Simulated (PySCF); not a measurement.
C2H7N2, SMILES N[CH]CN, multiplicity 2. Atoms are numbered in the order given.

```xyz
11

N      1.5285    -0.2686     0.2099
C      0.6375     0.7201    -0.1981
C     -0.7294     0.2528    -0.5790
N     -1.2759    -0.6079     0.4784
H      1.0536    -1.0110     0.7234
H      2.3662     0.0558     0.6840
H      1.0660     1.5965    -0.6942
H     -1.3558     1.1342    -0.8286
H     -0.6967    -0.3698    -1.5019
H     -1.5176    -0.0425     1.2937
H     -2.1322    -1.0657     0.1677
```
Charge 0, spin multiplicity 2.

The structure is a stationary point at B3LYP-D3(BJ)/def2-SVP. The isomer is the one that the SMILES or the coordinates give; other isomers of the formula were not compared. Other conformers were not sampled.

Calculation: PBE/pcH-1 (PySCF).

Unrestricted Kohn–Sham, ⟨S²⟩ = 0.752. Hyperfine tensors hold the contact and dipolar terms, without spin-orbit corrections.

Q: Estimate the hyperfine couplings. (The exact figures need the calculation; the answer reports its results.)

A: 
| nucleus | A(iso) (MHz) | A(iso) (G) | dipolar principal values (MHz) |
|---|---|---|---|
| 14N no. 1 | 10.7 | 3.8 | -12.5, -12.0, 24.5 |
| 13C no. 2 | 96.1 | 34.3 | -64.2, -64.0, 128.2 |
| 13C no. 3 | -20.7 | -7.4 | -2.4, -1.3, 3.8 |
| 14N no. 4 | 15.0 | 5.4 | -0.8, -0.5, 1.4 |
| 1H no. 5 | 5.3 | 1.9 | -13.2, -5.8, 18.9 |
| 1H no. 6 | 15.3 | 5.4 | -13.8, -5.8, 19.6 |
| 1H no. 7 | -28.7 | -10.2 | -29.0, -0.9, 29.9 |
| 1H no. 8 | 12.5 | 4.5 | -5.8, -3.5, 9.3 |
| 1H no. 9 | 100.2 | 35.8 | -4.2, -3.0, 7.2 |
| 1H no. 10 | -0.6 | -0.2 | -4.2, -2.2, 6.4 |
| 1H no. 11 | 0.0 | 0.0 | -2.4, -1.6, 4.0 |

Q: And the g tensor (effective nuclear charges for spin-orbit coupling, GIAO)? (An estimate is asked for; the answer gives what the named calculation found.)

A: principal values 2.0022, 2.0028, 2.0033; isotropic 2.0028.
